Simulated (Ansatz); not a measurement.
C3H9BS, SMILES `CBSCC`, relaxed with RKS PBE-D4/def2-SVP in the Gaussian-basis code of Ansatz from a rough embedded geometry. The force threshold is 0.03 eV/Å; the program also tests the step.

Charge 0, multiplicity 1.

Start:

```xyz
14

C    -1.691   -1.713   -0.666
B    -0.190   -1.686   -0.348
S     0.859   -0.276   -0.961
C     0.655    0.809    0.524
C     1.355    2.072    0.411
H    -1.850   -1.752   -1.834
H    -2.218   -0.821   -0.305
H    -2.150   -2.629   -0.295
H     0.279   -2.503    0.291
H     0.935    0.252    1.439
H    -0.515    0.996    0.639
H     2.442    1.922    0.315
H     0.957    2.618   -0.516
H     1.133    2.709    1.306
```

Q: How much energy does the relaxation release, and in how many steps? (An estimate is asked.)

A: The calculation gave: 129.52 kJ/mol, in 14 steps.

Q: Which bonds change most? (Best estimate.)

A: Ansatz gave: C4–H11 from 1.190 to 1.108 Å; B2–H9 from 1.139 to 1.220 Å; B2–S3 from 1.861 to 1.781 Å; C4–C5 from 1.448 to 1.523 Å.

Q: Give the relaxed structure. (Estimate.)

A: Ansatz gave: 
```xyz
14

C    -1.726   -2.141   -1.067
B    -0.924   -1.213   -0.087
S     0.038    0.143   -0.729
C     0.788    0.938    0.764
C     1.646    2.130    0.359
H    -1.629   -1.895   -2.143
H    -2.805   -2.118   -0.798
H    -1.413   -3.198   -0.919
H    -0.937   -1.389    1.121
H     1.386    0.169    1.291
H    -0.039    1.243    1.435
H     2.471    1.827   -0.317
H     1.047    2.902   -0.166
H     2.097    2.602    1.256
```
